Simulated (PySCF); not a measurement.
## SrH: energy against distance

Set-up: Sr x2c-TZVPall, H x2c-TZVPall; spin-free X2C with a Gaussian nucleus (PySCF 2.14). Energies in eV from Sr + H in their ground configurations at the same level. State: ²Σ⁺ (doublet), unpaired electrons σ ↑.

All columns are PBE0. A positive dipole means Sr(−)H(+).

```tsv
R (Å)	E (eV)	μ (D)	Mulliken charge on Sr (basis-dependent)	HOMO (eV)	LUMO (eV)	Mayer bond order	⟨S²⟩
1.831	-1.475	-2.20	0.29	-3.60	-1.66	0.92	0.75
1.916	-1.651	-2.41	0.29	-3.66	-1.72	0.91	0.75
2.001	-1.753	-2.63	0.29	-3.72	-1.78	0.90	0.75
2.065	-1.791	-2.80	0.29	-3.76	-1.83	0.90	0.75
2.129	-1.802	-2.98	0.29	-3.81	-1.87	0.90	0.75
2.193	-1.791	-3.16	0.29	-3.85	-1.92	0.90	0.75
2.278	-1.750	-3.40	0.30	-3.91	-1.98	0.89	0.75
2.385	-1.667	-3.71	0.30	-3.98	-2.05	0.89	0.75
2.512	-1.535	-4.07	0.31	-4.06	-2.14	0.88	0.75
2.683	-1.327	-4.52	0.31	-4.16	-2.25	0.86	0.76
```

A fit through these points gives, at Re = 2.128 Å, μ = -2.97 D and dμ/dR = -2.80 D/Å; the reduced mass is 0.9964 u.

Problem. How strong is the fundamental in the double-harmonic approximation, I = 42.26·(dμ/dR)²/μred km/mol?

Solution. I = 42.26·(-2.80)²/0.9964 = 333 km/mol at PBE0.

Spin–orbit coupling is left out. The state is the lowest determinant that a PBE0 search found; another state may lie lower at other levels.
